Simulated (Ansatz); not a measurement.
Basis-set extrapolation for F3H4NO2Si2, SMILES `O[SiH](F)N[Si](O)(F)F` (PBE0-D4/def2-TZVP geometry, frozen core, the Gaussian-basis code of Ansatz). Multiplicity 1, RHF reference.

```csv
,def2-TZVPP,def2-QZVPP
HF,-1083.365490,-1083.409796
MP2 correlation,-1.656241,-1.804026
CCSD(T) correlation,-1.729022,not run
```

Energies in hartree. Use E(X) = E(∞) + A·exp(−7.88·√X) for Hartree–Fock and E(X) = E(∞) + B·X^(−2.97) for correlation, with X = 3 and 4, and add CCSD(T) minus MP2 of the smaller set to the MP2 limit.

Problem. What is the CCSD(T) energy at the basis-set limit?

Solution. HF limit: -1083.409796 + (-0.044306) × 0.13774 = -1083.41590. MP2 limit: -1.804026 + (-0.147785) × 0.74074 = -1.91350. Higher-order term: -1.729022 − (-1.656241) = -0.07278. Total: -1085.40218 hartree, 8.37 eV below CCSD(T)/def2-TZVPP.
